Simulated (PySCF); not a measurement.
# B⁺ (boron, charge +1) across methods

[He] 2s2, closed-shell 1S. Computed with PySCF 2.14 in dyall-acv3z (15s9p4d2f, 76 functions), with scalar relativity by spin-free X2C-1e.

```csv
method,E (hartree),mean ε 1s (eV),mean ε 2s (eV),Σ⟨r²⟩ (bohr²),⟨S²⟩
UHF,-24.24439,-222.80,-23.785,7.933,0.000
B97-3,-24.3465,-201.86,-20.921,7.741,0.000
r2SCAN,-24.3230,-196.76,-19.736,7.835,0.000
r2SCAN0,-24.3259,-203.36,-20.915,7.831,0.000
M06-2X,-24.3545,-207.87,-22.056,7.721,0.000
PBE,-24.3005,-193.60,-19.510,7.797,0.000
LDA,-24.0450,-191.71,-19.413,7.875,0.000
PBE0,-24.3090,-201.06,-20.798,7.797,0.000
M06-L,-24.3461,-196.94,-19.783,7.719,0.000
```
